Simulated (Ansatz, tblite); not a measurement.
Spin states of the cluster CdBr2 (the lowest singlet isomer of a short search), each relaxed with B3LYP-D4/def2-TZVP in Ansatz. Electronic energies in the gas phase.

In the def2 sets Cd takes a core potential; there is no spin–orbit coupling. The xTB rows come from tblite. Correlated methods freeze 18 core orbitals; core or outer-core shells of Cd, Br are correlated, in sets that lack core-valence functions. HOMO above LUMO, or a gap near zero within one spin, warns that the state may not be the lowest or that an electron is smeared out. The structure comes from a short search, and lower isomers may exist.

Singlet geometry (D∞h within 0.1 Å):

```xyz
3

Cd    0.000    0.001    0.000
Br    2.215   -0.123   -0.979
Br   -2.215    0.122    0.979
```

Triplet geometry:

```xyz
3

Cd    0.191   -1.317   -0.764
Br    0.553    1.409   -0.748
Br   -0.744   -0.092    1.513
```

Quintet geometry (D∞h within 0.1 Å):

```xyz
3

Cd    0.006   -0.014    0.005
Br   -2.333   -1.545   -1.552
Br    2.326    1.560    1.547
```

Only these spin states were relaxed. The quintet has other bonds than the singlet, so the gap mixes isomer and spin.

| level | triplet − singlet (kJ/mol) | quintet − singlet (kJ/mol) | lowest of these | remarks |
| --- | --- | --- | --- | --- |
| GFN1-xTB | 241.2 | 1071.9 | singlet | – |
| GFN2-xTB | 216.1 | 1276.0 | singlet | – |
| HF/def2-TZVP | 255.8 | 641.2 | singlet | – |
| PBE-D4/def2-TZVP | 238.6 | 836.2 | singlet | – |
| revPBE-D4/def2-TZVP | 231.3 | 810.8 | singlet | – |
| r2SCAN-D4/def2-TZVP | 249.5 | 836.0 | singlet | – |
| B97M-V/def2-TZVP | 256.3 | 840.9 | singlet | gap within one spin near zero (quintet) |
| PBE0-D4/def2-TZVP | 258.7 | 827.0 | singlet | – |
| CAM-B3LYP-D4/def2-TZVP | 267.2 | 822.4 | singlet | – |
| ωB97X-V/def2-TZVP | 286.8 | 848.6 | singlet | – |
| ωB97M-V/def2-TZVP | 280.8 | 833.8 | singlet | – |
| RPA@PBE/def2-TZVP | 254.8 | 785.3 | singlet | – |
| MP2/def2-TZVP | 294.2 | 846.1 | singlet | – |

```json
{"state": "singlet", "donor atoms": "2", "mean metal–ligand distance (Å)": "2.425", "range (Å)": "2.42–2.42", "Mulliken spin on the metal (PBE0)": "0"}
{"state": "triplet", "donor atoms": "2", "mean metal–ligand distance (Å)": "2.749", "range (Å)": "2.75–2.75", "Mulliken spin on the metal (PBE0)": "0.83"}
{"state": "quintet", "donor atoms": "2", "mean metal–ligand distance (Å)": "3.200", "range (Å)": "3.20–3.20", "Mulliken spin on the metal (PBE0)": "1.91"}
```

⟨S²⟩ at PBE0-D4/def2-TZVP: singlet 0.00 (pure 0.00), triplet 2.01 (pure 2.00), quintet 6.01 (pure 6.00).

Change of the quintet − singlet gap on mixing in exact exchange, in kJ/mol: PBE to PBE0 (25 % exact exchange) -9.2.

The xTB methods have no term that favours high spin, so they put low spin too low.
